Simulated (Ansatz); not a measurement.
The cluster MoO₄H₂. Total charge 0; singlet. Geometry PBE-D4/def2-SVP.

```
atom   x (Å)   y (Å)   z (Å)
 Mo1  -0.057  -0.023   0.139
  O2   0.944  -1.149   1.270
  O3  -1.685   0.848   0.514
  O4   0.736  -1.808   0.036
  O5  -0.759   1.798   0.022
  H6  -0.393  -0.490  -1.434
  H7   1.214   0.823  -0.548
```

In the def2 sets Mo takes a core potential; there is no spin–orbit coupling. The structure holds 2 bonds between oxygen atoms, so isomers without such links may lie far lower. Another isomer (singlet) lies 4.69 eV lower at PBE0-D4/def2-TZVP; other spin states weren't run for this one.

(1) Estimate the orbital energies around the gap (eV) in Ansatz with LDA (SPW92)/def2-TZVP, PBE-D4/def2-TZVP, r2SCAN-D4/def2-TZVP, PBE0-D4/def2-TZVP, CAM-B3LYP-D4/def2-TZVP.

Results:

(1) 
```json
{"orbital": "HOMO−5", "LDA (SPW92)/def2-TZVP": "-9.32", "PBE-D4/def2-TZVP": "-9.08", "r2SCAN-D4/def2-TZVP": "-9.46", "PBE0-D4/def2-TZVP": "-10.68", "CAM-B3LYP-D4/def2-TZVP": "-12.14"}
{"orbital": "HOMO−4", "LDA (SPW92)/def2-TZVP": "-9.01", "PBE-D4/def2-TZVP": "-8.84", "r2SCAN-D4/def2-TZVP": "-9.25", "PBE0-D4/def2-TZVP": "-10.50", "CAM-B3LYP-D4/def2-TZVP": "-12.11"}
{"orbital": "HOMO−3", "LDA (SPW92)/def2-TZVP": "-8.93", "PBE-D4/def2-TZVP": "-8.81", "r2SCAN-D4/def2-TZVP": "-9.24", "PBE0-D4/def2-TZVP": "-10.40", "CAM-B3LYP-D4/def2-TZVP": "-11.94"}
{"orbital": "HOMO−2", "LDA (SPW92)/def2-TZVP": "-8.84", "PBE-D4/def2-TZVP": "-8.59", "r2SCAN-D4/def2-TZVP": "-8.94", "PBE0-D4/def2-TZVP": "-10.16", "CAM-B3LYP-D4/def2-TZVP": "-11.58"}
{"orbital": "HOMO−1", "LDA (SPW92)/def2-TZVP": "-8.02", "PBE-D4/def2-TZVP": "-7.76", "r2SCAN-D4/def2-TZVP": "-8.06", "PBE0-D4/def2-TZVP": "-9.32", "CAM-B3LYP-D4/def2-TZVP": "-10.88"}
{"orbital": "HOMO", "LDA (SPW92)/def2-TZVP": "-7.03", "PBE-D4/def2-TZVP": "-6.79", "r2SCAN-D4/def2-TZVP": "-7.09", "PBE0-D4/def2-TZVP": "-8.21", "CAM-B3LYP-D4/def2-TZVP": "-9.59"}
{"orbital": "LUMO", "LDA (SPW92)/def2-TZVP": "-5.12", "PBE-D4/def2-TZVP": "-4.90", "r2SCAN-D4/def2-TZVP": "-5.04", "PBE0-D4/def2-TZVP": "-4.44", "CAM-B3LYP-D4/def2-TZVP": "-3.43"}
{"orbital": "LUMO+1", "LDA (SPW92)/def2-TZVP": "-3.73", "PBE-D4/def2-TZVP": "-3.47", "r2SCAN-D4/def2-TZVP": "-3.43", "PBE0-D4/def2-TZVP": "-2.79", "CAM-B3LYP-D4/def2-TZVP": "-1.88"}
{"orbital": "LUMO+2", "LDA (SPW92)/def2-TZVP": "-3.66", "PBE-D4/def2-TZVP": "-3.38", "r2SCAN-D4/def2-TZVP": "-3.33", "PBE0-D4/def2-TZVP": "-2.64", "CAM-B3LYP-D4/def2-TZVP": "-1.67"}
{"orbital": "LUMO+3", "LDA (SPW92)/def2-TZVP": "-2.07", "PBE-D4/def2-TZVP": "-1.83", "r2SCAN-D4/def2-TZVP": "-1.67", "PBE0-D4/def2-TZVP": "-1.07", "CAM-B3LYP-D4/def2-TZVP": "-0.17"}
{"orbital": "LUMO+4", "LDA (SPW92)/def2-TZVP": "-1.86", "PBE-D4/def2-TZVP": "-1.62", "r2SCAN-D4/def2-TZVP": "-1.44", "PBE0-D4/def2-TZVP": "-0.82", "CAM-B3LYP-D4/def2-TZVP": "0.06"}
{"orbital": "LUMO+5", "LDA (SPW92)/def2-TZVP": "-1.35", "PBE-D4/def2-TZVP": "-1.06", "r2SCAN-D4/def2-TZVP": "-0.75", "PBE0-D4/def2-TZVP": "0.18", "CAM-B3LYP-D4/def2-TZVP": "0.90"}
```
